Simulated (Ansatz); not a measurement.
Basis-set extrapolation for `CC(C)O[Si]Cl` (PBE0-D4/def2-TZVP geometry, frozen core, the Gaussian-basis code of Ansatz). Multiplicity 1, RHF reference.

|  | def2-TZVPP | def2-QZVPP |
| --- | --- | --- |
| HF | -941.147857 | -941.178600 |
| MP2 correlation | -1.047079 | -1.126901 |
| CCSD(T) correlation | -1.150797 | not run |

Energies in hartree. Use E(X) = E(∞) + A·exp(−7.88·√X) for Hartree–Fock and E(X) = E(∞) + B·X^(−2.97) for correlation, with X = 3 and 4, and add CCSD(T) minus MP2 of the smaller set to the MP2 limit.

Q: What is the CCSD(T) energy at the basis-set limit?

A: HF limit: -941.178600 + (-0.030743) × 0.13774 = -941.18283. MP2 limit: -1.126901 + (-0.079822) × 0.74074 = -1.18603. Higher-order term: -1.150797 − (-1.047079) = -0.10372. Total: -942.47258 hartree, 4.73 eV below CCSD(T)/def2-TZVPP.
